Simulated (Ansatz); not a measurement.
A CCSD(T) single point on `[OH][In]([SH])[Cl]`.

```yaml
crystal:
  periodic: [false, false, false]
  atoms:
    - {symbol: O, position_ang: [-1.438691, 0.774724, 0.351886]}
    - {symbol: In, position_ang: [0.262022, 0.069681, -0.347703]}
    - {symbol: S, position_ang: [1.441156, -1.620969, 0.783107]}
    - {symbol: Cl, position_ang: [1.024699, 0.995536, -2.331425]}
    - {symbol: H, position_ang: [-1.805004, 1.460107, -0.213931]}
    - {symbol: H, position_ang: [0.515829, -1.679079, 1.758066]}
basis:
  gaussian: {orbitals: def2-TZVPP}
correlation: {method: ccsd_t}
```

```sh
$ ansatz run in.yaml --threads 2 --pin off --events-out ev --progress --plain --max-ram 20480MiB --backend cuda --devices 0, --max-vram 18GiB
```

The program prints (abridged):

```
Functional definition: HF
1328 factors; integrals over basis functions are off by at most 7.4e-4 eV
mean field evaluation 1: about -30539.4381 eV, gradient 4.3e1 eV
mean field evaluation 2: about -30539.4997 eV, gradient 4.3e1 eV
mean field evaluation 4: about -30543.1442 eV, gradient 3.1e0 eV
mean field evaluation 8: about -30543.1943 eV, gradient 3.1e-1 eV
mean field evaluation 16: about -30543.1951 eV, gradient 1.6e-6 eV
mean field -30543.19513436 eV, -1122.4417182664 hartree, gradient 1.6e-6 eV, S^2 0.000000; 0 other end points of the search recorded, 0 dependent functions left out
15 core orbitals not correlated: weight in the atoms' cores, before any rotation towards them, 1.000 or more for the frozen orbitals, at most 0.000 for the correlated occupied ones
reference -30543.19513436 eV, -1122.4417182664 hartree; 17, 17 occupied and 161, 161 virtual orbitals, 1328 factors
second order -24.14005812 eV of doubles, -0.00000000 eV of singles
cycle   1  -24.14772377 eV  change   -7.7e-3 eV  update   1.2e-1
cycle   2  -24.69681897 eV  change   -5.5e-1 eV  update   3.7e-2
cycle   3  -24.83848787 eV  change   -1.4e-1 eV  update   2.2e-2
cycle   4  -24.83148877 eV  change    7.0e-3 eV  update   6.6e-3
cycle   5  -24.82422323 eV  change    7.3e-3 eV  update   3.0e-3
cycle   6  -24.82500793 eV  change   -7.8e-4 eV  update   1.0e-3
cycle   7  -24.82490048 eV  change    1.1e-4 eV  update   3.9e-4
cycle   8  -24.82482084 eV  change    8.0e-5 eV  update   1.2e-4
cycle   9  -24.82488138 eV  change   -6.1e-5 eV  update   4.7e-5
cycle  10  -24.82489292 eV  change   -1.2e-5 eV  update   1.6e-5
perturbative correction -0.98156207 eV, -0.0360717407 hartree
Total energy: -30569.00158935 eV, -1123.3900879950 hartree
```

It took 1.9 s on 2 threads of an AMD EPYC 7R13 on a shared host and a share of an NVIDIA H100 80 GB, with 0.8 GiB of host memory at the peak.

Correlation energy per correlated electron: -0.759 eV. T1 diagnostic: 0.0147.
